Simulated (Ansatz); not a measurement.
Cost and result for the atomization energy of `O=[CH][InH][SiH2]O` (10 atoms, 9 bonds).

```xyz
10

O     0.599    1.016    1.804
C    -0.483    1.403    1.416
In   -1.312    0.459   -0.466
Si    0.579   -1.184   -1.080
O     1.684   -1.053    0.131
H    -0.984    2.198    2.022
H    -2.855    0.967   -1.042
H     0.095   -2.589   -1.186
H     1.187   -0.841   -2.398
H     1.492   -0.376    0.798
```

Charge 0, multiplicity 1. Correlated methods include outer-core shells of In, which these sets cover unevenly. In takes the def2 core potential. The structure was optimised at the PBE0-D4/def2-TZVP level. It is one conformer, not always the lowest. Program: Ansatz. All runs use 4 threads of an Arm Neoverse V1 on a shared host. Times are those of one run each, without the atoms' runs, and a repeat can differ threefold. Electronic energies, without spin–orbit coupling; frozen cores. CCSD(T)/CBS adds CCSD(T) − MP2 in def2-TZVPP to the MP2 limit, and its time is that of the two runs behind it. T1 = 0.016. With those shells the extrapolation isn't a true limit. B3LYP takes the VWN-RPA correlation (the form of Gaussian; ORCA's B3LYP/G).

CCSD(T)/CBS is a level of theory with its own doubt, some kJ/mol a heavy atom from the limit and from the frozen cores, so smaller differences don't rank the functionals.

```csv
level,functions,wall time
revPBE-D4/def2-TZVPP,255,2.8 s
PBE-D4/def2-TZVPP (with forces),255,3.1 s
PBE0-D4/def2-TZVPP,255,3.9 s
BHLYP-D4/def2-TZVPP,255,4.1 s
CAM-B3LYP-D4/def2-TZVPP,255,4.4 s
r2SCAN-D4/def2-TZVPP (with forces),255,6.5 s
B3LYP-D4/def2-TZVPP (with forces),255,6.5 s
PBE-QIDH/def2-TZVPP,255,8 s
CCSD(T)/def2-SVP,111,9.5 s
ωB97M-V/def2-TZVPP (with forces),255,15 s
MP2/def2-QZVPP,473,31 s
CCSD(T)/def2-TZVPP,255,4.9 min
CCSD(T)/CBS(def2),–,5.4 min
```

Problem. What atomization energy does each give, and how far from CCSD(T)/CBS? (Estimate.)

Solution. Ansatz gave: 
```json
{"level": "revPBE-D4/def2-TZVPP", "atomization (kcal/mol)": "775.5", "difference from CCSD(T)/CBS": "-12.6", "per bond": "-1.4"}
{"level": "PBE-D4/def2-TZVPP (with forces)", "atomization (kcal/mol)": "798.8", "difference from CCSD(T)/CBS": "10.7", "per bond": "1.2"}
{"level": "PBE0-D4/def2-TZVPP", "atomization (kcal/mol)": "777.9", "difference from CCSD(T)/CBS": "-10.2", "per bond": "-1.1"}
{"level": "BHLYP-D4/def2-TZVPP", "atomization (kcal/mol)": "750.8", "difference from CCSD(T)/CBS": "-37.3", "per bond": "-4.1"}
{"level": "CAM-B3LYP-D4/def2-TZVPP", "atomization (kcal/mol)": "786.3", "difference from CCSD(T)/CBS": "-1.8", "per bond": "-0.2"}
{"level": "r2SCAN-D4/def2-TZVPP (with forces)", "atomization (kcal/mol)": "786.4", "difference from CCSD(T)/CBS": "-1.7", "per bond": "-0.2"}
{"level": "B3LYP-D4/def2-TZVPP (with forces)", "atomization (kcal/mol)": "780.2", "difference from CCSD(T)/CBS": "-7.9", "per bond": "-0.9"}
{"level": "PBE-QIDH/def2-TZVPP", "atomization (kcal/mol)": "772.5", "difference from CCSD(T)/CBS": "-15.6", "per bond": "-1.7"}
{"level": "CCSD(T)/def2-SVP", "atomization (kcal/mol)": "728.5", "difference from CCSD(T)/CBS": "-59.6", "per bond": "-6.6"}
{"level": "ωB97M-V/def2-TZVPP (with forces)", "atomization (kcal/mol)": "787.6", "difference from CCSD(T)/CBS": "-0.5", "per bond": "-0.1"}
{"level": "MP2/def2-QZVPP", "atomization (kcal/mol)": "791.5", "difference from CCSD(T)/CBS": "3.4", "per bond": "0.4"}
{"level": "CCSD(T)/def2-TZVPP", "atomization (kcal/mol)": "764.1", "difference from CCSD(T)/CBS": "-24.0", "per bond": "-2.7"}
{"level": "CCSD(T)/CBS(def2)", "atomization (kcal/mol)": "788.1", "difference from CCSD(T)/CBS": "0.0", "per bond": "0.0"}
```

The D4 term adds +8.6 kcal/mol with B3LYP and +4.5 kcal/mol with PBE0; it sums over pairs of atoms, weighted by their polarisabilities, and B3LYP, whose exchange is more repulsive, gets the larger term. From BLYP to BHLYP (50 % exact exchange), in def2-TZVPP and without D4, the atomization energy moves by −28.7 kcal/mol: exact exchange takes away binding that semilocal exchange gives to molecules. In def2-TZVPP, CCSD(T) changes the Hartree–Fock value by +228.0 kcal/mol (the triples alone add +15.1 kcal/mol) and MP2 by +241.0 kcal/mol; breaking electron pairs costs correlation energy, which Hartree–Fock lacks.

Spin–orbit coupling would lower the free In atoms strongly, and the atomization energy with them, by more than many differences here.
